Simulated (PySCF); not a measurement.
Working out the ionisation energy of O⁺

O⁺ [He] 2s2 2p3 (4S) → O²⁺ [He] 2s2 2p2 (3P). Calculation: PySCF 2.14, in ANO-RCC-VTZP (4s3p2d1f, 30 functions); scalar relativity by spin-free X2C-1e. Frozen: 1s2. Energies in hartree (1 hartree = 27.21139 eV):

```tsv
part	O⁺ (lower)	O²⁺ (upper)
UHF	-74.428428	-73.157423
CCSD correlation	-0.110042	-0.093941
(T)	-0.001531	-0.001222
```

Task: What does Hartree-Fock give?

Result: (-73.157423) − (-74.428428) = 1.271005 hartree = 34.586 eV.

Task: What do CCSD and CCSD(T) give?

Result: The CCSD correlation energies differ by 0.016101 hartree = 0.438 eV and the triples by 0.000309 hartree = 0.008 eV, so CCSD gives 35.024 eV and CCSD(T) 35.032 eV.

A first-order spin-orbit estimate adds -0.028 eV to CCSD(T) (valence), giving 35.004 eV against 35.121 eV (measured; NIST Atomic Spectra Database, ionization energies).

What remains against the reference includes basis incompleteness, the frozen core and higher excitations.
